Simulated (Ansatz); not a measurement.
Consider the substitution at a C–S bond: `BO[SiH2]SC` + `NC(=O)[SiH2]Cl` → `CNC(=O)[SiH2]Cl` + `BO[SiH2]S`.

Calculated with Ansatz (gas phase, PBE0-D4/def2-TZVP geometries, no zero-point term in ΔE). CBS: MP2 limit from def2 TZ/QZ plus the TZ coupled-cluster correction, frozen cores. DFT in def2-TZVPP. Each species was taken in one conformer, which may not be the lowest.

| species | r2SCAN-D4 energy (Eh) |
| --- | --- |
| `BO[SiH2]SC` | -830.11905 |
| `NC(=O)[SiH2]Cl` | -920.19804 |
| `CNC(=O)[SiH2]Cl` | -959.49481 |
| `BO[SiH2]S` | -790.81971 |

(1) Work out ΔE.

Largest T1 diagnostic among the species: 0.015.

Results:

(1) ΔE = (-959.49481) + (-790.81971) − (-830.11905) − (-920.19804) = 0.00257 Eh = +1.6 kcal/mol. CCSD(T)/CBS gives +1.6 kcal/mol.
